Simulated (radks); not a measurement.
Neutral copper inside a hard spherical wall (all orbitals vanish at R), configuration held at [Ar] 3d10 4s1 and not refilled when levels cross. All-electron calculation, non-relativistic Kohn-Sham, r2SCAN, spin-unpolarised, spherical densities, point nucleus; meta-GGA in the generalised Kohn-Sham scheme. Program: a radial shooting solver on a logarithmic mesh with Libxc functionals. Eigenvalues in eV, with the zero of energy where the potential of the charges vanishes at infinity; a dash marks a level that is unbound or too diffuse for the functional's potential to be trusted. A positive occupied level is held by the wall or, in an anion where self-interaction has pushed it up, behind a barrier. The pressure on the wall is -dE/dV.

R (bohr),E (hartree),kinetic (hartree),e(3s),e(3p),e(3d),e(4s),"e(4p, empty)","e(5s, empty)",pressure (GPa)
free,-1640.49943,1639.305,-114.76,-73.384,-5.310,-4.356,-,-,0
20,-1640.49943,1639.305,-114.76,-73.384,-5.310,-4.356,-0.389,-,< 0.0001
10,-1640.49921,1639.307,-114.73,-73.361,-5.288,-4.336,-0.206,2.635,0.00582
7,-1640.49330,1639.345,-114.43,-73.055,-4.990,-4.020,0.695,7.531,0.322
5,-1640.44107,1639.585,-113.01,-71.643,-3.645,-2.232,3.917,20.737,6.46
4,-1640.29903,1640.138,-110.54,-69.202,-1.320,1.416,9.274,40.058,38.4
3,-1639.67227,1642.325,-103.63,-62.426,5.371,13.941,25.428,91.921,336
2.5,-1638.59278,1645.923,-95.688,-54.651,13.562,31.991,46.872,154.18,1280
